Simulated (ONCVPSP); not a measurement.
## Before and after: ONCV potential for gold

* Element: gold
* Generator: ONCVPSP 4.0.1
* Type: optimised norm-conserving Vanderbilt (ONCV)
* Functional: LDA (Perdew-Wang 92)
* Relativity: scalar-relativistic
* Frozen core: [Kr] 4d10 4f14
* Valence charge: 19
* Reference configuration: 5s2 5p6 5d10 6s1
* Partial waves: 5s+6s: rc 1.45 bohr, ncon 4, nbas 8, qcut 7.2 1/bohr, 2 projectors; 5p: rc 1.55 bohr, ncon 5, nbas 9, qcut 7.7 1/bohr, 1 projector; 5d: rc 1.80 bohr, ncon 4, nbas 9, qcut 8.2 1/bohr, 2 projectors, debl 2.8 Ha
* Local potential: polynomial inside 0.90 bohr (lpopt 3, dvloc0 0 Ha)
* Core correction: none

Change: local potential polynomial inside 0.90 bohr (lpopt 3, dvloc0 6.5 Ha).

Cutoffs: the cutoffs (Ha) at which the residual kinetic energy of the hardest occupied pseudo-wave falls to 1 and 0.1 mHa per electron; they do not see the model core or the augmentation charge, which bear on the density cutoff. Errors are all-electron minus pseudo energies relative to the spin-unpolarised reference configuration.

Predict the effect on cutoff, ghosts and configuration errors.

The potential gets neither clearly harder nor softer (25 Ha and 58 Ha → 25 Ha and 58 Ha); the errors of the 4 common tests hardly move; the range in which the s phases agree widens (upper end 3.1 → at the end of the scan); neither file shows a bound ghost.

| quantity | base | changed |
| --- | --- | --- |
| cutoff, loose | 25 Ha | 25 Ha |
| cutoff, tight | 58 Ha | 58 Ha |
| bound ghosts | none | none |
| GHOST(+) flags under 300 eV | s at 106.1 eV | s at 201.2 eV |
| error for 5s2 5p6 5d10 6s0, meV [ΔE 9.77 eV] | -3.9 | -3.9 |
| error for 5s2 5p6 5d9 6s0, meV [ΔE 31.27 eV] | -6.7 | -6.7 |
| error for 5s2 5p6 5d8 6s0, meV [ΔE 65.44 eV] | -13 | -13 |
| error for 5s2 5p6 5d9 6s1, meV [ΔE 12.37 eV] | -0.9 | -0.9 |
| s: phases at 1.47 bohr within 0.05 rad from the reference energy up to (Ha; the scan ends near 5) | 3.1 | to the end of the scan |
| p: phases at 1.58 bohr within 0.05 rad from the reference energy up to (Ha; the scan ends near 5) | 0.2 | 0.5 |
| d: phases at 1.83 bohr within 0.05 rad from the reference energy up to (Ha; the scan ends near 5) | to the end of the scan | to the end of the scan |
